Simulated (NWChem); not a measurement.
## Basis-set dependence for In (+1)

```
In
```
Charge +1, spin multiplicity 1.

All runs are NWChem calculations.

Hartree-Fock energies in Ha, correlation energies in mHa.

Effective core potentials replace the inner electrons of In; spin-orbit coupling is left out. The correlated methods keep 4 core orbitals frozen. No row is a measurement; the coupled-cluster row has its own basis-set and correlation limits.

```json
[
 {"basis": "def2-SVP", "functions": "26", "RHF": "-189.01529", "MP2": "-42.8", "SCS-MP2": "-45.7", "CCSD": "-56.0", "CCSD+T(CCSD)": "-57.5", "CCSD(T)": "-57.4", "CR-CCSD[T]": "-57.4", "CR-CCSD(T)": "-57.3"},
 {"basis": "def2-TZVP", "functions": "50", "RHF": "-189.01825", "MP2": "-240.3", "SCS-MP2": "-217.0", "CCSD": "-235.9", "CCSD+T(CCSD)": "-242.2", "CCSD(T)": "-241.5", "CR-CCSD[T]": "-241.4", "CR-CCSD(T)": "-240.8"},
 {"basis": "def2-QZVP", "functions": "82", "RHF": "-189.01888", "MP2": "-425.7", "SCS-MP2": "-376.0", "CCSD": "-395.8", "CCSD+T(CCSD)": "-405.3", "CCSD(T)": "-405.1", "CR-CCSD[T]": "-403.7", "CR-CCSD(T)": "-403.5"}
]
```

From def2-TZVP to def2-QZVP the Hartree-Fock energy moves by -0.6 mHa and the MP2 correlation energy by -185.4 mHa, which is 44 % of its value in the larger set.
